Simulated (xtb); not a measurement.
C₈H₂₄O₁₂Si₈, SMILES C[Si]12O[Si]3(C)O[Si]4(C)O[Si](C)(O1)O[Si]1(C)O[Si](C)(O2)O[Si](C)(O3)O[Si](C)(O4)O1. All values are semi-empirical tight-binding results from xtb (GFN2-xTB unless named), good for trends rather than for accurate numbers. Coordinates come from a GFN2-xTB optimisation.

Estimate the properties. (Estimate from the structure and the level; the computed values follow.)


The point group as xtb finds it is Oh. The orbital gap is 7.15 eV, the dipole moment is 0.01 D and the zero-point energy is 224.6 kcal/mol. The G − E(el) at 298.15 K (modified RRHO) is 182.1 kcal/mol, the static polarisability (D4 model) is 340.7 bohr³ and the solvation energy, GFN2-xTB/ALPB(water) comes out as 0.4 kcal/mol. The solvation energy, GFN2-xTB/ALPB(benzene) is -18.9 kcal/mol.
